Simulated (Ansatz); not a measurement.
Mulliken charges of ClGeH5OSi, SMILES `Cl[SiH2][O][GeH3]` from r2SCAN/def2-TZVPP in Ansatz (PBE0-D4/def2-TZVP geometry).

```csv
atom,x (Å),y (Å),z (Å),charge (e)
Cl1,-2.541,-0.037,0.444,-0.272
Si2,-0.936,1.232,0.189,0.607
O3,0.289,0.457,-0.526,-0.493
Ge4,1.092,-1.118,-0.270,0.331
H5,-1.373,2.343,-0.680,-0.073
H6,-0.567,1.701,1.546,-0.087
H7,2.445,-0.988,-0.975,-0.008
H8,0.212,-2.202,-0.903,-0.002
H9,1.252,-1.330,1.244,-0.004
```

Question: By hand: the dipole of these point charges (1 e Å = 4.8032 D).

Answer: Σ q r = (0.467, -0.139, 0.084) e Å, of length 0.494 e Å = 2.37 D.

Question: How does the dipole of the full density compare? (An estimate is asked.)

Answer: The calculation gave: (0.339, -0.122, 0.012) e Å, 1.73 D; the point charges give 1.37 times that, at 8° from its direction.

Point charges leave out the atoms' own dipoles, such as those of lone pairs, and Mulliken's split depends on the basis, so the two needn't agree.
